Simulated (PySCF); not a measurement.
**MCd cations for M along the third period**

PBE0 with double-zeta basis sets in PySCF, for the lowest determinant that a PBE0 search found; no spin–orbit coupling. De refers to high-spin ground-configuration atoms (the charge goes to the atom of lower measured ionisation energy or higher electron affinity, which is not always the lowest computed limit). A positive dipole points towards Cd; it is taken about the centre of mass and depends on that origin.

```csv
M,basis,charged atom,state (unpaired electrons),Re (Å),ωe (cm⁻¹),De (eV),μ (D)
Na,def2-SVP,Na+,singlet (closed shell),3.142,115,0.45,-9.01
Mg,cc-pVDZ/cc-pVDZ-PP,Mg+,doublet (σ ↑),2.926,168,1.01,-5.90
Al,def2-SVPD,Al+,singlet (closed shell),3.038,146,0.80,-5.77
Si,def2-SVP,Si+,doublet (π ↑),2.684,217,1.86,-2.07
P,def2-SVP,Cd+,triplet (π ↑↑),2.501,265,1.70,0.72
S,def2-SVP,Cd+,doublet (π ↑),2.354,338,1.66,3.03
```

The shortest bond is that of CdS⁺ (2.354 Å), the longest that of NaCd⁺ (3.142 Å).

The rows differ in basis set, which adds steps of its own.

The state changes along the series, so neighbouring rows are not always alike in their bonding.

Closed-shell solutions of metal pairs were not tested for spin polarisation, which can lower them a little. Weak bonds: NaCd⁺. Basis-set superposition, not corrected here, can be much of De in a small basis, most of all at correlated wavefunction levels. For an ion De counts to the pair picked by the measured ionisation energies or electron affinities, which need not be the lowest pair at this level. States were picked by a PBE0 search and need not be the measured ground states.
